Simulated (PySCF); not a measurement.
trans-dichloroethylene (C2H2Cl2), singlet, at a GFN2-xTB geometry; CCSD/def2-SVP run with PySCF.

Here is a job for PySCF.
```python
from pyscf import gto, scf, cc

mol = gto.Mole()
mol.atom = '''
    Cl    2.106123    0.343046    0.031921
    C     0.549177   -0.369454   -0.001528
    C    -0.549177    0.369454    0.001528
    Cl   -2.106123   -0.343046   -0.031921
    H     0.546211   -1.447747   -0.024711
    H    -0.546211    1.447747    0.024711
'''
mol.basis = 'def2-svp'
mol.charge = 0
mol.spin = 0
mol.verbose = 4
mol.max_memory = 1800
mol.build()

mf = scf.RHF(mol)
mf.kernel()

mycc = cc.CCSD(mf, frozen=12)
mycc.kernel()
print('E(CCSD) = %.10f' % mycc.e_tot)
```

It wrote (shortened):

```
PySCF version 2.14.0

[INPUT] verbose = 4
[INPUT] num. atoms = 6
[INPUT] num. electrons = 48
[INPUT] charge = 0
[INPUT] spin (= nelec alpha-beta = 2S) = 0
[INPUT] symmetry False subgroup None
[INPUT] Mole.unit = angstrom
[INPUT] Symbol           X                Y                Z      unit          X                Y                Z       unit  Magmom
[INPUT]  1 Cl     2.106123000000   0.343046000000   0.031921000000 AA    3.979995654647   0.648262988128   0.060321947622 Bohr   0.0
[INPUT]  2 C      0.549177000000  -0.369454000000  -0.001528000000 AA    1.037794123910  -0.698166875625  -0.002887501518 Bohr   0.0
[INPUT]  3 C     -0.549177000000   0.369454000000   0.001528000000 AA   -1.037794123910   0.698166875625   0.002887501518 Bohr   0.0
[INPUT]  4 Cl    -2.106123000000  -0.343046000000  -0.031921000000 AA   -3.979995654647  -0.648262988128  -0.060321947622 Bohr   0.0
[INPUT]  5 H      0.546211000000  -1.447747000000  -0.024711000000 AA    1.032189196225  -2.735845327661  -0.046697022264 Bohr   0.0
[INPUT]  6 H     -0.546211000000   1.447747000000   0.024711000000 AA   -1.032189196225   2.735845327661   0.046697022264 Bohr   0.0

nuclear repulsion = 176.794470222259
number of shells = 34
number of NR pGTOs = 134
number of NR cGTOs = 74
basis = def2-svp
ecp = {}

******** <class 'pyscf.scf.hf.RHF'> ********
method = RHF
initial guess = minao
damping factor = 0
level_shift factor = 0
DIIS = <class 'pyscf.scf.diis.CDIIS'>
diis_start_cycle = 1
diis_space = 8
diis_damp = 0
SCF conv_tol = 1e-09
SCF conv_tol_grad = None
SCF max_cycles = 50
direct_scf = True
direct_scf_tol = 1e-13
Set gradient conv threshold to 3.16228e-05
Initial guess from minao.
init E= -996.165846015011
  HOMO = -0.226968707296879  LUMO = 0.07186979259584  gap/eV = 8.13181
cycle= 1 E= -995.442295455398  delta_E= 0.724  |g|= 0.46  |ddm|= 2.54
  HOMO = -0.40014490017986  LUMO = 0.0539531176251153  gap/eV = 12.35664
cycle= 2 E= -995.49471030179  delta_E= -0.0524  |g|= 0.252  |ddm|= 0.712
  HOMO = -0.36045992948449  LUMO = 0.131651508405146  gap/eV = 13.39103
cycle= 3 E= -995.511944576851  delta_E= -0.0172  |g|= 0.0428  |ddm|= 0.324
  HOMO = -0.362478749945861  LUMO = 0.131759173715515  gap/eV = 13.44890
cycle= 4 E= -995.512909220049  delta_E= -0.000965  |g|= 0.00789  |ddm|= 0.0956
  HOMO = -0.363037628423337  LUMO = 0.131558764530693  gap/eV = 13.45865
cycle= 5 E= -995.512954407223  delta_E= -4.52e-05  |g|= 0.00262  |ddm|= 0.0217
  HOMO = -0.362896021106001  LUMO = 0.131888428059106  gap/eV = 13.46377
cycle= 6 E= -995.512960291024  delta_E= -5.88e-06  |g|= 0.000601  |ddm|= 0.00905
  HOMO = -0.362895325650462  LUMO = 0.131985726135206  gap/eV = 13.46640
cycle= 7 E= -995.512960582142  delta_E= -2.91e-07  |g|= 8.04e-05  |ddm|= 0.00189
  HOMO = -0.36288953580283  LUMO = 0.131993058318451  gap/eV = 13.46644
cycle= 8 E= -995.512960586399  delta_E= -4.26e-09  |g|= 1.69e-05  |ddm|= 0.000203
  HOMO = -0.362893976520879  LUMO = 0.131990421218644  gap/eV = 13.46649
cycle= 9 E= -995.512960586611  delta_E= -2.12e-10  |g|= 5.04e-06  |ddm|= 4.98e-05
  HOMO = -0.362893591592395  LUMO = 0.131990889292605  gap/eV = 13.46649
Extra cycle  E= -995.512960586622  delta_E= -1.05e-11  |g|= 2.2e-06  |ddm|= 1.2e-05
converged SCF energy = -995.512960586622

******** <class 'pyscf.cc.ccsd.CCSD'> ********
CC2 = 0
CCSD nocc = 12, nmo = 62
frozen orbitals 12
max_cycle = 50
direct = 0
conv_tol = 1e-07
conv_tol_normt = 1e-05
diis_space = 6
diis_start_cycle = 0
diis_start_energy_diff = 1e+09
Init t2, MP2 energy = -996.044898193394  E_corr(MP2) -0.531937606772503
Init E_corr(CCSD) = -0.531937606775209
cycle = 1  E_corr(CCSD) = -0.554647448590657  dE = -0.0227098418  norm(t1,t2) = 0.0568218
cycle = 2  E_corr(CCSD) = -0.567292067020275  dE = -0.0126446184  norm(t1,t2) = 0.0203597
cycle = 3  E_corr(CCSD) = -0.569441306962897  dE = -0.00214923994  norm(t1,t2) = 0.00912018
cycle = 4  E_corr(CCSD) = -0.571266779166235  dE = -0.0018254722  norm(t1,t2) = 0.00404173
cycle = 5  E_corr(CCSD) = -0.571213652968039  dE = 5.31261982e-05  norm(t1,t2) = 0.000884202
cycle = 6  E_corr(CCSD) = -0.571130184279111  dE = 8.34686889e-05  norm(t1,t2) = 0.000220151
cycle = 7  E_corr(CCSD) = -0.571130207921914  dE = -2.3642803e-08  norm(t1,t2) = 5.30729e-05
cycle = 8  E_corr(CCSD) = -0.571133888965839  dE = -3.68104392e-06  norm(t1,t2) = 1.59713e-05
cycle = 9  E_corr(CCSD) = -0.571133401178444  dE = 4.87787395e-07  norm(t1,t2) = 5.74412e-06
cycle = 10  E_corr(CCSD) = -0.571133589739109  dE = -1.88560665e-07  norm(t1,t2) = 2.0075e-06
cycle = 11  E_corr(CCSD) = -0.571133580985919  dE = 8.75318973e-09  norm(t1,t2) = 7.52513e-07
CCSD converged
E(CCSD) = -996.0840941676075  E_corr = -0.5711335809859193
E(CCSD) = -996.0840941676
```
